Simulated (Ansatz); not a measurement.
Consider the hydrogenolysis of the Si–N bond: `N[SiH]([SiH3])S` + H₂ → `[SiH3][SiH2]S` + NH₃.

Program: Ansatz. Geometries: PBE0-D4/def2-TZVP. ΔE: electronic, gas phase. CCSD(T)/CBS adds triple-zeta CCSD(T) − MP2 to the extrapolated MP2 energy (def2 sets, frozen cores). This one scheme is used for every species. Functionals use def2-TZVPP. HSE06 is defined as in plane-wave codes. One conformer a species, not always the lowest.

```
         level  ΔE (kJ/mol)
       BLYP-D4         34.9
    r2SCANh-D4         32.6
       ωB97M-V         31.5
       r2SCAN0         29.3
         HSE06         22.6
 CCSD/def2-SVP         12.8
 HF/def2-QZVPP         16.3
MP2/def2-QZVPP         37.3
```

(1) What does CCSD(T)/CBS give? (Estimate.)

Largest T1 diagnostic among the species: 0.012.

Results:

(1) Computed: +30.8 kJ/mol. The listed levels differ from it by 4.1, 1.8, 0.7, -1.5, -8.2, -18.0, -14.5, 6.5 kJ/mol.

The D4 term adds +9.9 kJ/mol with B3LYP and +5.4 kJ/mol with PBE0; it sums over pairs of atoms, weighted by their polarisabilities, and B3LYP, whose exchange is more repulsive, gets the larger term. Leaving LDA and LC-ωPBE aside and taking each functional with its dispersion term where it has one, the values, not all of them listed here, spread over 7.9 kJ/mol, from B97M-V to BLYP-D4. LDA lies +9.8 kJ/mol from PBE without D4. In def2-TZVPP, CCSD(T) changes the Hartree–Fock value by +11.9 kJ/mol (the triples alone add +3.4 kJ/mol) and MP2 by +19.6 kJ/mol.

B3LYP here is the variant with VWN-RPA as its local correlation; programs differ in this.
